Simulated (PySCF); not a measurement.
## Static response to an electric field

Compound: C4H9F2N.
SMILES with atom numbers: `[CH3:1][CH2:2][NH:3][CH2:4][CH:5]([F:6])[F:7]` (hydrogens: H8, H9, H10 on C1; H11, H12 on C2; H13 on N3; H14, H15 on C4; H16 on C5)

Structure used (GFN2-xTB), in Å, numbered top down from 1:
```
atom  x, y, z in Å
C1     2.4106    0.4980    0.3360
C2     1.2558   -0.0926   -0.4590
N3    -0.0064    0.2069    0.1963
C4    -1.1525   -0.3521   -0.4860
C5    -2.4188    0.0202    0.2703
F6    -3.5215   -0.2783   -0.4566
F7    -2.5199   -0.6960    1.4189
H8     3.3476    0.3454   -0.1924
H9     2.4834    0.0246    1.3126
H10    2.2540    1.5634    0.4789
H11    1.4089   -1.1785   -0.5896
H12    1.2199    0.3613   -1.4542
H13    0.0210   -0.1354    1.1537
H14   -1.1183   -1.4514   -0.5906
H15   -1.2154    0.0871   -1.4864
H16   -2.4560    1.0863    0.5366
```

Level: PBE0/def2-SVPD (PySCF), static field, nuclei fixed, core orbitals frozen in the response. The polarisability tensor in these axes (au):

```
x   72.57  2.23  0.61
y    2.23 55.96  1.77
z    0.61  1.77 57.45
```

**Question.** What are the eigenvalues, a third of the trace, and Δα (Δα² = ½Σ(αi − αj)² over the three pairs)?

**Answer.** Principal values 54.64, 58.42 and 72.91 au; mean 61.99 au = 9.19 Å³ = 10.22 × 10⁻⁴⁰ C²·m²/J; Δα = 16.70 au (27 % of the mean).

**Question.** What is the dipole moment, and where does it point?

**Answer.** (2.24, 0.23, -0.56) D, 2.32 D in size, pointing from the negative to the positive side. Measured along this direction, the outermost atoms are F6 at the negative end and H8 at the positive end.

**Question.** Give the principal axes and the span of the nuclei along them.

**Answer.** Largest value along (0.99, 0.14, 0.05), where the nuclei span 6.89 Å; middle along (-0.12, 0.51, 0.85), 2.56 Å; least along (-0.09, 0.85, -0.52), 2.06 Å. The response follows the extents in order.

**Question.** How large is μ²/3kT at 273 K beside α?

**Answer.** In Gaussian units μ²/3kT = 47.66 Å³ against 9.19 Å³, a ratio of 5.19; the Debye molar polarisation (4π/3)N_A(α + μ²/3kT) is 143.4 cm³/mol, leaving out the vibrational part.

**Question.** Find the Langevin capture rate constant for H3+ (3.023 u) meeting this molecule (109.070 u), k = 2.342 × 10⁻⁹ cm³/s × √(α in Å³ / reduced mass in u).

**Answer.** The reduced mass is 2.94 u, so k = 4.14 × 10⁻⁹ cm³/s. The formula leaves out the permanent dipole, which adds to the capture rate.

**Question.** Rayleigh depolarisation ratio (linearly polarised light, static tensor)?

**Answer.** ρ = 3Δα²/(45ᾱ² + 4Δα²) = 836.7/(172935 + 1115.6) = 0.00481.

**Question.** What molar refraction does this α imply?

**Answer.** Lorentz–Lorenz: R = (4π/3)N_A α = 2.5225 cm³/(mol·Å³) × 9.19 Å³ = 23.2 cm³/mol, in the limit of long wavelengths.

One conformer (not necessarily the lowest) at the GFN2-xTB geometry, without solvent, vibrations or thermal averaging.
